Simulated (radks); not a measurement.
Results of a calculation; reference values are marked as such.
Neutral phosphorus inside a hard spherical wall (all orbitals vanish at R), configuration held at [Ne] 3s2 3p3 and not refilled when levels cross. Code: a radial shooting solver on a logarithmic mesh with Libxc functionals. Model: non-relativistic Kohn-Sham, LDA (Slater exchange, Perdew-Wang correlation), spin-polarised, spherical densities, point nucleus; open shells are filled with parallel spins first. Eigenvalues in eV for spin up, with the zero of energy where the potential of the charges vanishes at infinity; a dash marks a level that is unbound or too diffuse for the functional's potential to be trusted. A positive occupied level is held by the wall or, in an anion where self-interaction has pushed it up, behind a barrier. The pressure on the wall is -dE/dV.

| R (bohr) | E (hartree) | kinetic (hartree) | e(2s) | e(2p) | e(3s) | e(3p) | e(4s, empty) | e(4p, empty) | pressure (GPa) |
|---|---|---|---|---|---|---|---|---|---|
| free | -340.00005 | 339.244 | -171.96 | -124.31 | -14.694 | -6.288 | -0.399 | - | 0 |
| 15 | -340.00005 | 339.244 | -171.96 | -124.31 | -14.694 | -6.288 | -0.333 | 0.699 | < 0.0001 |
| 12 | -340.00005 | 339.244 | -171.96 | -124.31 | -14.693 | -6.288 | -0.177 | 1.151 | < 0.0001 |
| 10 | -339.99999 | 339.245 | -171.96 | -124.30 | -14.688 | -6.282 | 0.148 | 1.853 | 0.00204 |
| 8 | -339.99907 | 339.254 | -171.88 | -124.23 | -14.633 | -6.226 | 1.128 | 3.555 | 0.0490 |
| 7 | -339.99620 | 339.277 | -171.70 | -124.05 | -14.513 | -6.098 | 2.334 | 5.376 | 0.252 |
| 6 | -339.98480 | 339.354 | -171.20 | -123.55 | -14.177 | -5.722 | 4.805 | 8.752 | 1.38 |
| 3.5 | -339.42854 | 341.756 | -161.76 | -114.02 | -7.395 | 2.442 | 38.254 | 46.286 | 169 |
| 2.5 | -337.07502 | 349.036 | -144.25 | -96.233 | 11.428 | 23.996 | 111.56 | 120.08 | 1910 |
| 2 | -332.66550 | 360.480 | -125.86 | -77.335 | 42.377 | 56.919 | 213.09 | 217.02 | 8380 |
| 1.5 | -318.75765 | 392.607 | -90.719 | -40.219 | 134.21 | 146.77 | 466.74 | 448.13 | 51800 |
